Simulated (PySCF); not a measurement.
**Ionising KBr**

PBE0; basis K x2c-SVPall, Br x2c-SVPall; spin-free X2C with a Gaussian nucleus; PySCF 2.14. Neutral (UKS): singlet (closed shell), Re = 2.824 Å, ωe = 225 cm⁻¹, De = 3.75 eV, HOMO -5.43 eV, LUMO -1.43 eV.

KBr⁺ (UKS): doublet (π ↑), Re = 3.418 Å, ωe = 83.2 cm⁻¹, De = 0.28 eV to K⁺ + Br. The energies at the minima are -3207.55684 hartree for KBr and -3207.26817 for KBr⁺.

Question: Work out the adiabatic ionisation energy, without and with harmonic zero-point energies (1 hartree = 27.2114 eV, 1 eV = 8065.5 cm⁻¹), and the change of the bond length.

Answer: At PBE0: 0.28867 hartree = 7.855 eV between the minima; the zero-point term (83.2 − 225.0)/2 cm⁻¹ = -0.009 eV makes it 7.846 eV. Re changes by +59.4 pm against the neutral. Minus the HOMO energy is 5.43 eV, -2.43 eV from the value between the minima; self-interaction puts the Kohn–Sham level too high, less so with exact exchange. The electron leaves a π orbital, and the ion is left as a loose complex of an ion and an atom.

Weak bonds: KBr⁺. Basis-set superposition, not corrected here, can be much of De in a small basis, most of all at correlated wavefunction levels. Spin–orbit coupling is left out. For an ion De counts to the pair picked by the measured ionisation energies or electron affinities, which need not be the lowest pair at this level. States were picked by a PBE0 search and need not be the measured ground states.
